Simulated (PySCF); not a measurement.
# A survey of 15N NMR shifts

No solvent model, fast rotation and ring inversion assumed for equivalent nuclei, one computed conformer, no relativistic terms. PBE0/pcSseg-1 with gauge-including orbitals; geometry from GFN2-xTB; PySCF.

Shieldings were converted by a linear fit to measured shifts: 15N (scatter 6.3 ppm rms vs CH3NO2, solution or neat liquid). Occasional misses reach two or three times the rms, and more in compound classes unlike the fitted ones.

Question: Give the 15N shifts of `C=C/N=C\[C@@H]([SiH3])C(F)(F)F`, `[SiH3]OCc1ncno1`, `CC(=O)O[Si@@H](N)C#N`, `N#C[Si@@H](N)CC(=O)O`, `C=N[SiH2][C@@H]1C[C@@H]1C(F)(F)F`, `N#CCC[C@@H]([SiH3])C(F)(F)F`.

Answer: 
```csv
compound,environment,δ (ppm)
C=C/N=C\[C@@H]([SiH3])C(F)(F)F,imine nitrogen,-32.1
[SiH3:1][O:2][CH2:3][c:4]1[n:5][cH:6][n:7][o:8]1,N7: pyridine-type nitrogen of an azole,-25.8
[SiH3:1][O:2][CH2:3][c:4]1[n:5][cH:6][n:7][o:8]1,N5: pyridine-type nitrogen of an azole,-138.3
[CH3:1][C:2](=[O:3])[O:4][Si@@H:5]([NH2:6])[C:7]#[N:8],N8: nitrile nitrogen,-70.0
[CH3:1][C:2](=[O:3])[O:4][Si@@H:5]([NH2:6])[C:7]#[N:8],"N6: nitrogen bonded to Si, 2 H",-375.9
[N:1]#[C:2][Si@@H:3]([NH2:4])[CH2:5][C:6](=[O:7])[OH:8],N1: nitrile nitrogen,-63.2
[N:1]#[C:2][Si@@H:3]([NH2:4])[CH2:5][C:6](=[O:7])[OH:8],"N4: nitrogen bonded to Si, 2 H",-380.7
C=N[SiH2][C@@H]1C[C@@H]1C(F)(F)F,imine nitrogen,-15.0
N#CCC[C@@H]([SiH3])C(F)(F)F,nitrile nitrogen,-116.4
```
